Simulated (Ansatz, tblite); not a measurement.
Spin states of the cluster GeAu₂⁻, each relaxed with r2SCAN-D4/def2-TZVPD in Ansatz. Electronic energies in the gas phase.

In the def2 sets Au takes a core potential; there is no spin–orbit coupling. The xTB rows come from tblite. B3LYP takes the VWN-RPA correlation. Correlated methods freeze 9 core orbitals; core or outer-core shells of Au, Ge are correlated, in sets that lack core-valence functions. The rows differ in basis, and correlated rows in double-zeta sets carry the largest basis error. In CCSD on the charge -1 quartet the largest single amplitude is 0.23, so its Hartree–Fock determinant may place the open shell otherwise than the density functionals do. HOMO above LUMO, or a gap near zero within one spin, warns that the state may not be the lowest or that an electron is smeared out. The structure comes from a short search, and lower isomers may exist.

Doublet geometry (C2v within 0.1 Å):

Cartesian coordinates in Å:
```
Au -1.662 -0.321 -0.038
Au 1.167 0.512 1.114
Ge 0.494 -0.191 -1.075
```

Quartet geometry:

```xyz
3

Au   -0.276   -1.056   -1.030
Au   -0.198    1.443   -0.275
Ge    0.474   -0.386    1.305
```

⟨S²⟩: doublet 0.76 at PBE0-D4/def2-TZVPD (pure 0.75), quartet 3.77 at PBE0-D4/def2-TZVPD (pure 3.75).

Run but left out: MP2/def2-SVPD, MP2/def2-TZVPD (doublet: ⟨S²⟩ 0.94 to 0.96, where a pure state has 0.75).

Only these spin states were relaxed.

(1) Estimate which spin state lies lowest at each of these levels, and by how much: GFN2-xTB; HF/def2-SVPD; LDA (SPW92)/def2-TZVPD; PBE-D4/def2-TZVPD; r2SCAN-D4/def2-TZVPD; B3LYP-D4/def2-TZVPD; PBE0-D4/def2-TZVPD; ωB97X-V/def2-TZVPD; PBE-QIDH/def2-TZVPD; RPA@PBE/def2-TZVPD; CCSD/def2-SVPD; CCSD(T)/def2-SVPD.

Results:

(1) 
```
                 level  quartet − doublet (kcal/mol)  lowest of these                                                                                        remarks
              GFN2-xTB                          60.4          doublet                                                                                              –
          HF/def2-SVPD                          24.0          doublet                                                        spin-contaminated (⟨S²⟩ 0.94) (doublet)
LDA (SPW92)/def2-TZVPD                          45.5          doublet  HOMO above zero (doublet), HOMO above zero (quartet), gap within one spin near zero (quartet)
     PBE-D4/def2-TZVPD                          43.9          doublet                                           HOMO above zero (doublet), HOMO above zero (quartet)
  r2SCAN-D4/def2-TZVPD                          41.3          doublet                                           HOMO above zero (doublet), HOMO above zero (quartet)
   B3LYP-D4/def2-TZVPD                          44.6          doublet                                           HOMO above zero (doublet), HOMO above zero (quartet)
    PBE0-D4/def2-TZVPD                          40.8          doublet                                                                      HOMO above zero (quartet)
    ωB97X-V/def2-TZVPD                          39.5          doublet                                                                                              –
   PBE-QIDH/def2-TZVPD                          42.3          doublet                                                                                              –
    RPA@PBE/def2-TZVPD                          42.6          doublet                                                                                              –
        CCSD/def2-SVPD                          42.5          doublet                                                        spin-contaminated (⟨S²⟩ 0.94) (doublet)
     CCSD(T)/def2-SVPD                          44.2          doublet                                                        spin-contaminated (⟨S²⟩ 0.94) (doublet)
```

Change of the quartet − doublet gap on mixing in exact exchange, in kcal/mol: PBE to PBE0 (25 % exact exchange) -3.1. The xTB methods have no term that favours high spin, so they put low spin too low.
